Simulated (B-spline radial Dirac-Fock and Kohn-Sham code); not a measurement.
Rh³⁺: eigenvalues, ΔSCF and the reference

System: the Rh³⁺ ion, [Kr] 4d5 5p1 (not the ground configuration).

The density-functional columns are spherical, spin-unpolarised Dirac-Kohn-Sham results without Breit or QED terms: −ε is minus the orbital energy of the initial state and ΔSCF the difference of two total energies. The reference in the last column comes from Dirac-Fock ΔSCF + Breit + QED. All numbers are from an atomic code on a B-spline grid, in eV; a selection of levels is shown. The Kohn-Sham columns are given as differences from the reference. For the 1s level of heavy atoms much of the gap between ΔSCF and the reference is the Breit and QED part, -68.1 eV here; for other levels the error of the functional can be larger.

| level | LDA −ε − DF | LDA ΔSCF − DF | Dirac-Fock |
| --- | --- | --- | --- |
| K (1s) | -237.1 | +60.4 | 23276.5 |
| L1 (2s) | -97.8 | -44.7 | 3476.1 |
| L2 (2p1/2) | -72.2 | -6.8 | 3205.4 |
| L3 (2p3/2) | -74.1 | -11.8 | 3062.9 |
| M1 (3s) | -48.5 | -29.1 | 687.7 |
| M2 (3p1/2) | -38.2 | -18.5 | 581.4 |
| M3 (3p3/2) | -37.9 | -18.6 | 556.2 |
| M4 (3d3/2) | -21.2 | -0.6 | 368.9 |
| M5 (3d5/2) | -21.4 | -0.9 | 364.2 |
| N1 (4s) | -16.4 | -7.1 | 141.1 |
| N2 (4p1/2) | -10.8 | -1.9 | 105.7 |
| N3 (4p3/2) | -10.8 | -2.1 | 101.6 |
| N4,5 (4d) | -6.0 | +1.6 | 50.81 |
| O2,3 (5p) | -2.2 | +1.5 | 27.38 |

Values without a named source are computed, but for edge energies of neutral atoms, which are taken from tables.
